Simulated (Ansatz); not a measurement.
`[CH3][InH][CH2]Cl` → 2 C• + Cl• + 6 H• + In•  (atomization)

Computed with Ansatz on PBE0-D4/def2-TZVP structures; ΔE is electronic, products minus reactants. CBS: MP2 limit from def2 TZ/QZ plus the TZ coupled-cluster correction, frozen cores. This one scheme is used for every species, atoms too. Functionals use def2-TZVPP. B3LYP here is the variant with VWN-RPA as its local correlation; programs differ in this. No spin–orbit coupling; open shells (•) take unrestricted orbitals. Spin–orbit coupling would lower the free atoms: a little for C, Cl; strongly for In. def2 core potentials past Kr. For In outer-core shells are correlated without core-valence functions, so the limit isn't a true one: a few kJ/mol of doubt a bond, and 10 to 20 or more in all where bonds break to atoms. One conformer a species, not always the lowest.

`[CH3][InH][CH2]Cl`:

```xyz
10

C     0.237    0.999    1.565
In   -0.413    0.650   -0.451
C    -0.267   -1.406   -1.155
Cl    1.467   -1.345   -1.678
H     1.171    0.462    1.738
H    -0.508    0.614    2.265
H     0.391    2.059    1.765
H    -0.890    1.833   -1.609
H    -0.849   -1.675   -2.034
H    -0.340   -2.191   -0.406
```

CCSD(T)/CBS gives +3158.4 kJ/mol.

Another level gave +2305.1 kJ/mol. Which?
A. ωB97M-V/def2-TZVPP
B. PBE/def2-TZVPP
C. HF/def2-TZVPP
D. B3LYP-D4/def2-TZVPP

C. HF/def2-TZVPP 2305.1, ωB97M-V 3159.2, PBE 3164.1, B3LYP-D4 3124.1 kJ/mol.

Largest T1 diagnostic among the species: 0.015.

From PBE to PBE0 (25 % exact exchange), in def2-TZVPP and without D4, ΔE moves by −30.0 kJ/mol: exact exchange takes away binding that semilocal exchange gives to molecules. In def2-TZVPP, CCSD(T) changes the Hartree–Fock value by +778.4 kJ/mol (the triples alone add +45.6 kJ/mol) and MP2 by +795.1 kJ/mol; breaking electron pairs costs correlation energy, which Hartree–Fock lacks. The D4 term adds +31.1 kJ/mol with B3LYP and +16.3 kJ/mol with PBE0; it sums over pairs of atoms, weighted by their polarisabilities, and B3LYP, whose exchange is more repulsive, gets the larger term.

For atomizations the MP2-based limit and the directly extrapolated one differ by several kJ/mol either way, and by 10 to 25 for some Ge, Se and Sn compounds, so smaller differences from it don't rank the levels.
